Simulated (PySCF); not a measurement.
F₃HSn. Atoms are numbered in the order given.

```xyz
5

Sn     0.0000     0.0000     0.2425
F      1.5291     0.8828    -0.5209
F      0.0000    -1.7656    -0.5209
F     -1.5291     0.8828    -0.5209
H      0.0000     0.0000     1.9391
```

Coordinates come from a B3LYP-D3(BJ)/def2-SVP optimisation. The def2 effective core potentials stand for the cores of Sn; spin–orbit coupling is left out.

Computed with PySCF with r2SCAN/def2-TZVPD.

Mulliken values depend strongly on the basis, most of all with diffuse functions as here. ESP charges are fitted to the potential on shells at 1.4 to 2.0 van der Waals radii. Atomic charges (e):

```tsv
atom	ESP fit	Mulliken
Sn1	1.00	1.59
F2	-0.33	-0.55
F3	-0.33	-0.55
F4	-0.33	-0.55
H5	-0.02	0.07
```
